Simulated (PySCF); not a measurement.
## Bond length, frequency and bond energy of CoF⁺ by level of theory

State: quartet, unpaired electrons σ ↑, π ↑, δ ↑, a mixture of terms (⟨Lz²⟩ = 4.8). Set-up: Co def2-TZVPPD, F def2-TZVPPD; no relativity (PySCF 2.14). De refers to Co⁺ (3d8) + F in their high-spin ground configurations, without counterpoise correction. The functionals are run spin-unrestricted. A positive dipole points towards F; it is taken about the centre of mass and depends on that origin.

```
      Level  Re (Å)  ωe (cm⁻¹)  De (eV)  μ (D)  CPU s a point (SCF and correlation, without the integrals)
        UHF   1.734        767      n/a  -7.44                                                         2.4
    UHF-MP2   1.704        757      n/a    n/a                                                         4.5
UHF-SCS-MP2   1.714        750      n/a    n/a                                                         n/a
        LDA   1.677        762      n/a  -4.39                                                         2.6
        PBE   1.712        712      n/a  -4.66                                                         4.4
       PW91   1.710        715      n/a  -4.66                                                         3.6
       BP86   1.711        714      n/a  -4.64                                                           3
     r²SCAN   1.699        751      n/a  -5.10                                                         5.2
      M06-L   1.705        733      n/a  -4.97                                                         6.6
       PBE0   1.698        768      n/a  -5.57                                                         4.8
        M06   1.696        766      n/a  -5.31                                                           5
    LC-ωPBE   1.690        787      n/a  -5.52                                                         4.4
```

(1) What does a quarter of exact exchange do here, going from PBE to PBE0?

(2) What does the step from GGA to meta-GGA do here, going from PBE to r²SCAN?

(3) What does second-order correlation do here, going from UHF to UHF-MP2?

Correlated steps freeze 6 core orbitals. De is left out where the level can put another filling of the metal’s s and d shells below the measured ground configuration, by anything from nothing to about 1 eV. Counting both spins, an empty level lies below a filled one in some of these solutions, because spin and occupation are held. The state is the lowest single determinant that the PBE0 search found; with open d or f shells the true ground state can be another one.

The whole job (state search and all levels along the bond) took about 8.1 min on 2 threads of Arm Neoverse V2 (shared host), peak memory 3.8 GiB.

Answers

(1) PBE0 less PBE: -1.4 pm in Re, +7.9 % in ωe. Exact exchange removes part of the self-interaction that spreads semilocal densities, and in most molecules shortens and stiffens the bond and lowers De; so it does here.

(2) r²SCAN less PBE: -1.3 pm in Re, +5.5 % in ωe. 

(3) UHF-MP2 less UHF: -3.0 pm in Re, -1.3 % in ωe. Correlation nearly always deepens the well. The bond shortens, as in weak, metallic or heavy-atom bonds, where dispersion and the correlation of outer-core electrons pull the atoms together.
